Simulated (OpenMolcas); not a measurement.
Ionisation energies of strontium

```yaml
Program: OpenMolcas 26.06
Basis: ANO-RCC-VDZP [6s5p2d]
Scalar_Hamiltonian: DKH2, point nucleus
Spin-orbit_coupling: state interaction with AMFI integrals over the reference wave functions, term energies averaged over their components
```

Active shells in each charge state: the valence s, p shells, with orbitals averaged over the low states. Where CASPT2's correlated closed shells are named, they are those of the first ion.

A. CASSCF
B. SS-CASPT2, IPEA 0.25 Eh, imaginary shift 0.1 Eh (closed shells correlated: 4s 4p)
C. SS-CASPT2, IPEA 0.25 Eh, imaginary shift 0.1 Eh (closed shells correlated: none)
D. SS-CASPT2, IPEA 0 Eh, imaginary shift 0.1 Eh (closed shells correlated: 4s 4p)
E. SS-CASPT2, IPEA 0.25 Eh, imaginary shift 0.1 Eh (closed shells correlated: 3d 4s 4p)

Energies in eV between the lowest computed levels, named as in B; reference values from the NIST Atomic Spectra Database with their kind.

```tsv
From	To	A	B	C	D	E	Spin-orbit share in B	Reference
Sr 5s2 1S0	Sr+ 5s 2S 1/2	5.378	5.465	5.392	5.457	5.466	+0.000	5.695 (measured)
Sr+ 5s 2S 1/2	Sr2+ 4p6 1S0	10.434	10.812	10.434	10.839	10.812	+0.000	11.030 (measured)
```

Error against the reference values, in %:

| From | Reference | A | B | C | D | E |
| --- | --- | --- | --- | --- | --- | --- |
| Sr | measured | -5.6 | -4.0 | -5.3 | -4.2 | -4.0 |
| Sr+ | measured | -5.4 | -2.0 | -5.4 | -1.7 | -2.0 |

Mean absolute error over the 2 measured values: A 0.46 eV, B 0.22 eV, C 0.45 eV, D 0.21 eV, E 0.22 eV.
